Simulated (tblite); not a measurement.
C6H11FO (charge +1 and doublet state).
Z-matrix (Å and degrees, GFN2-xTB geometry), rows numbered from 1:
```
C 
C   1  1.5234
C   2  1.5269  1  110.52
C   3  1.5079  2  117.80  1    67.44
F   3  1.3545  2  110.46  1   -60.64
C   3  1.6322  2  104.55  1  -177.08
C   6  1.4745  3  111.94  2   128.23
O   6  1.1767  3  117.26  2   -52.25
H   1  1.0898  2  113.06  3    56.82
H   1  1.0896  2  107.72  3   174.62
H   1  1.0884  2  110.59  3   -64.81
H   2  1.0930  1  112.20  3   120.43
H   2  1.0944  1  108.23  3  -120.85
H   4  1.0939  3  108.05  2   -68.02
H   4  1.0865  3  111.25  2    52.40
H   4  1.0904  3  111.93  2   175.43
H   7  1.0929  6  109.44  3   -67.09
H   7  1.0904  6  111.56  3    50.51
H   7  1.0905  6  108.59  3   172.87
```

The geometry is computed with GFN2-xTB (gas phase). This method treats the open shell by occupation alone, without spin polarisation.

Masses are those of the commonest isotopes; rigid-rotor values at the optimised geometry. The values belong to one conformer with, in the numbering `[CH3:1][CH2:2][C@:3]([CH3:4])([F:5])[C:6]([CH3:7])=[O+:8]`, C1–C2–C3–C4 67°, C2–C3–C6–C7 128°.

(1) What are A, B and C (MHz)?

(2) What kind of rotor is it?

(3) What does the inertial defect say?

(4) Give the other two planar moments, Paa and Pbb, and the rms extents of the mass along the axes.

(5) Give the coordinates in the principal-axis frame, origin at the centre of mass.

(6) Estimate the classical rotational partition function at 25 K, 50 K and 298.15 K.

## Answers

(1) Ia = 171.80, Ib = 328.98, Ic = 364.23 u·Å²; 505379 MHz·u·Å²/I gives A = 2942, B = 1536, C = 1388 MHz.

(2) An asymmetric top: κ = (2 × 1536 − 2942 − 1388)/(2942 − 1388) = -0.81.

(3) Not planar: Δ = Ic − Ia − Ib = -136.54 u·Å². For a rigid frame Δ = −2 Σ m c², so Σ m c² = 68.27 u·Å² lies off the ab plane: 21.02 from hydrogen and 47.25 from heavier atoms. The atom farthest from that plane is 2.21 Å away.

(4) Paa = Σ m a² = (Ib + Ic − Ia)/2 = 260.71 and Pbb = Σ m b² = (Ia + Ic − Ib)/2 = 103.53 u·Å². With the mass M = 118.08 u, the rms extents √(P/M) along a, b and c are 1.49, 0.94, 0.76 Å.

(5) The sense of each axis is arbitrary; atoms in the order of the calculation.
```csv
atom,mass (u),a (Å),b (Å),c (Å)
C1,12.000,-2.615,-0.327,-0.453
C2,12.000,-1.156,-0.740,-0.607
C3,12.000,-0.251,0.177,0.213
C4,12.000,-0.356,0.107,1.716
F5,18.998,-0.368,1.459,-0.208
C6,12.000,1.262,-0.339,-0.117
C7,12.000,2.141,0.767,-0.540
O8,15.995,1.482,-1.487,0.020
H9,1.008,-2.796,0.711,-0.733
H10,1.008,-3.207,-0.944,-1.128
H11,1.008,-2.945,-0.466,0.574
H12,1.008,-0.981,-1.767,-0.277
H13,1.008,-0.894,-0.681,-1.668
H14,1.008,-1.333,0.502,2.006
H15,1.008,-0.254,-0.915,2.070
H16,1.008,0.385,0.739,2.205
H17,1.008,1.805,1.149,-1.507
H18,1.008,2.095,1.604,0.157
H19,1.008,3.160,0.388,-0.622
```

(6) Point group C1, symmetry number σ = 1; q = (√π/σ)·√((kT/h)³/(ABC)), k/h = 20836.6 MHz/K: 8420 at 25 K, 23800 at 50 K, 347000 at 298.15 K.

For this open shell read J as N, the rotation without spin; fine and hyperfine splittings come on top. Its GFN2-xTB frequencies are all real (lowest 54 cm⁻¹). Constants of a rigid frame at the computed geometry: no zero-point averaging, no centrifugal distortion.
